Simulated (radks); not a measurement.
The numbers below are computed, except where a source is named.
Coulomb parameter of the 4f shell of the samarium ion Sm2+ in the model configuration [Xe] 4f4.5 6p1.5, as a second difference U = [E(n + 0.5) + E(n - 0.5) - 2 E(n)] / (0.5)^2 with all orbitals relaxed. "Bare": the charge of the atom changes with n. "Screened": the 6p shell takes up the change at fixed total charge, which measures U(4f,4f) + U(6p,6p) - 2 U(4f,6p). Code: a radial shooting solver on a logarithmic mesh with Libxc functionals. Model: Dirac Kohn-Sham, PBE, spin-unpolarised, spherical densities, finite nucleus; open shells are shared between the two j in proportion to 2j + 1; Fermi nuclear charge, rms radius 5.0819 fm.

| case | configuration | E - E(n) (eV) |
|---|---|---|
| start | [Xe] 4f4.5 6p1.5 | 0.000 |
| bare +0.5 | [Xe] 4f5 6p1.5 | -13.039 |
| bare -0.5 | [Xe] 4f4 6p1.5 | 17.495 |
| screened +0.5 | [Xe] 4f5 6p1 | -7.579 |
| screened -0.5 | [Xe] 4f4 6p2 | 9.836 |

U(bare) = 17.823 eV, U(screened by 6p) = 9.024 eV.
